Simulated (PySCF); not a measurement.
TaFCl, doublet: computed properties

Computed with UPBE0 in PySCF with Ta def2-TZVP with ECP60, F def2-TZVP, Cl def2-TZVP; scalar-relativistic core potentials, no spin–orbit coupling; density-fitted integrals.

The structure is a higher-order saddle point with 2 imaginary modes (one degenerate set).

Z-matrix (Å, degrees; charge 0 multiplicity 2):
```
Ta
F  1 1.8627
Cl 1 2.2671 2 180.00
```

```json
{
 "Point group": "C∞v",
 "Bond lengths": "Ta–Cl 2.267 Å, Ta–F 1.863 Å",
 "Bond angles": "Cl–Ta–F 180.0°",
 "Lowest empty level (α)": "-3.58 eV",
 "Atomisation energy without zero-point energy": "1043 kJ/mol",
 "Highest occupied level (β)": "-6.03 eV",
 "Dipole moment": "0.29 D",
 "Rotational constants": "0.071 cm⁻¹",
 "Spin squared ⟨S²⟩": "0.754",
 "Principal polarisabilities": "63.7, 63.7, 66.5 bohr³",
 "Zero-point energy (real modes)": "6.5 kJ/mol",
 "Principal quadrupole moments (Buckingham, traceless) about the centre of mass": "-5.57, 2.79, 2.79 D Å"
}
```

Harmonic modes (masses in u: Ta 180.948, F 18.998, Cl 34.969):
| symmetry | ω (cm⁻¹) | IR (km/mol, summed over degenerate members) | μ (u) | type |
| --- | --- | --- | --- | --- |
| π | 39i | – | 26.37 | bend |
| σ+ | 405 | 53.4 | 39.60 | stretch |
| σ+ | 685 | 125 | 20.52 | stretch |

In C∞v the vibrations span π + 2σ+.

Charges (e):
```
atom  Mulliken  Löwdin  polar tensor  spin (Mulliken)  Mayer order to Ta1
 Ta1      0.69    0.18          0.99             1.05                   –
  F2     -0.39   -0.24         -0.56            -0.02                1.05
 Cl3     -0.30    0.06         -0.43            -0.03                1.24
```

Mulliken populations on Ta1 (electrons outside its core potential): s 3.46, p 6.23, d 2.54, f 0.09.

Other isomers or separated fragments may lie lower. With open d or f shells other occupations or spin states may lie lower. At this level a quartet minimum of C∞v symmetry lies 55 kJ/mol below this structure. With an element this heavy the missing spin–orbit coupling can shift these numbers.

The final relaxation and frequency run took 26 s on 4 threads of a shared Arm Neoverse V2 host, with 108 basis functions and 10 gradients; the process peaked at 0.93 GiB.
